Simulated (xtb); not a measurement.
C2H6BeIN, SMILES C[N](C)[Be][I]. All values are semi-empirical tight-binding results from xtb (GFN2-xTB unless named), good for trends rather than for accurate numbers. Geometry: GFN2-xTB. The structure was generated by enumeration; whether it is a known compound was not checked. The values are those of a single conformer.

Optimised geometry:

Bonded distances (Å): Be1–I2 2.210, Be1–N3 1.503, N3–C4 1.447, N3–C5 1.447, C4–H6 1.096, C4–H7 1.096, C4–H8 1.087, C5–H9 1.096, C5–H10 1.096, C5–H11 1.087. Bond angles (°): I2–Be1–N3 179.9, Be1–N3–C4 124.8, Be1–N3–C5 124.8, C4–N3–C5 110.4, N3–C4–H6 110.6, N3–C4–H7 110.6, N3–C4–H8 110.1, H6–C4–H7 108.1, H6–C4–H8 108.6, H7–C4–H8 108.6, N3–C5–H9 110.6, N3–C5–H10 110.6, N3–C5–H11 110.1, H9–C5–H10 108.1, H9–C5–H11 108.6, H10–C5–H11 108.6.
Charge 0, spin multiplicity 1.

For metal compounds this method's bond lengths and energies can be far off.

* **point group as xtb finds it**: C2v
* **orbital gap**: 5.05 eV
* **zero-point energy**: 51.8 kcal/mol
* **G − E(el) at 298.15 K (modified RRHO)**: 31.4 kcal/mol

Computed atomic charges and the Wiberg bond orders between heavy atoms:
charges (e) Be1 0.57, I2 -0.32, N3 -0.36, C4 -0.01, C5 -0.01, H6 0.03, H7 0.03, H8 0.02, H9 0.03, H10 0.03, H11 0.02. Bond orders Be1–I2 1.08, Be1–N3 1.16, N3–C4 1.02, N3–C5 1.02.
